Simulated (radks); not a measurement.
Numerical settings for the mercury ion Hg2+, [Xe] 4f14 5d10. All-electron calculation, scalar-relativistic Kohn-Sham, LDA (Slater exchange, Perdew-Wang correlation), spin-polarised, spherical densities, finite nucleus; Fermi nuclear charge, rms radius 5.4648 fm. Program: a radial shooting solver on a logarithmic mesh with Libxc functionals. The defaults (mesh step 0.008 in ln r, mesh end at 40 bohr or more with all orbitals vanishing there, Anderson mixing 0.5 over 9 steps, residual threshold near 1e-9 with the energy settled to 1e-9 hartree or 1e-11 of itself, here a cap of 54 iterations) give E = -19606.140 hartree and 5d at -29.076 eV in 15 iterations. Run on one thread of a shared host, so times are rough (Arm Neoverse N1): 0.35 s of CPU time, 0.35 s wall, 15 iterations on 2254 mesh points. Changes against that run (0 stands for a change within the tolerance of the run):

setting                     iterations         converged  E (mhartree)  e(5d) (meV)  CPU (s)
mesh step in ln r 0.012             15               yes             0            0     0.24
mesh step in ln r 0.003             15               yes             0            0     0.89
mesh step in ln r 0.05              15               yes        +0.287     -0.00953     0.08
mesh end (bohr) 1                   14  level above zero      +2.4e+05    +5.53e+05     0.25
mesh end (bohr) 8                   15               yes       +0.0021       +0.152     0.33
residual threshold 0.001            11               yes             0      -0.0452     0.29
residual threshold 1e-05            11               yes             0      -0.0452     0.29
mixing 0.01                         22               yes             0            0     0.49
linear mixing, mixing 0.05          54                no         -46.1         -792      1.2
linear mixing, mixing 0.2           54                no      -0.00216      -0.0397        1
mixing history 20                   22               yes             0            0     0.46
iteration cap 3                      3                no         -48.6         -280     0.09

Settled on a wrong energy, with an occupied level pushed above zero by the early mesh end: mesh end (bohr) 1 (+240 hartree). Apart from these: no run marked as converged misses the energy by more than 1 mhartree. A mesh that ends early acts as a hard wall.
